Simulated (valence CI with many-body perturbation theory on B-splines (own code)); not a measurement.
The numbers below are computed, except where a source is named.
## Sensitivity of CI+MBPT for Ru¹²⁺

Level of theory: configuration interaction combined with many-body perturbation theory (CI+MBPT): four valence electrons over a frozen Dirac-Fock core [Ar] 3d10, a basis of 6 s, 6 p, 5 d, 3 f, 1 g functions for each j, with the one-electron correlation potential Σ1, the two-electron term Σ2, the three-electron term Σ3, Breit, model QED; selected CI, second order for the rest, scaled by the run's own slope (own B-spline code, finite nucleus).

No measured spectrum was set against this ion. As an estimate, levels hold to about 250 cm⁻¹ or 0.2 % of their energy and the worst to 1 %, as in measured heavy ions of charge 2 to 7; those with d or f electrons hold less well.

The reference run has the lowest level 4s²4p² ³P_0 and an ionisation energy of 272.584 eV. Its largest variational space holds 9995 state functions.

Names give the largest LS component (configuration and term), which can be under half, so a name can repeat, a term be missing and a line seem to break the LS rules; names also repeat where a configuration has a term twice.

| Level | Reference (cm⁻¹) | Shift (cm⁻¹) |
| --- | --- | --- |
| 4s²4p² ³P_1 | 25955 | +18 |
| 4s²4p² ³P_2 | 37414 | +21 |
| 4s²4p² ¹D_2 | 74098 | +40 |
| 4s²4p² ¹S_0 | 107485 | +44 |
| 4s4p³ ⁵S°_2 | 241518 | +47 |
| 4s4p³ ³D°_1 | 295620 | +53 |
| 4s4p³ ³D°_2 | 298029 | +56 |
| 4s4p³ ³D°_3 | 308458 | +64 |
| 4s4p³ ³P°_0 | 336889 | +67 |
| 4s4p³ ³P°_1 | 340735 | +70 |
| 4s4p³ ³P°_2 | 344907 | +72 |
| 4s4p³ ¹D°_2 | 380946 | +82 |

The ionisation energy moves by +0.079 eV.

**Question.** Which of these changes was made?
A. cutoff of virtual states (hartree) 3872 → 14.22
B. scale of Σ1 1 → 0; Davidson tolerance 2e-05 → 0.0003
C. QED terms on → off
D. shift of the energy in Σ1 (hartree) 0 → 1.422

**Answer.** D. shift of the energy in Σ1 (hartree) 0 → 1.422.
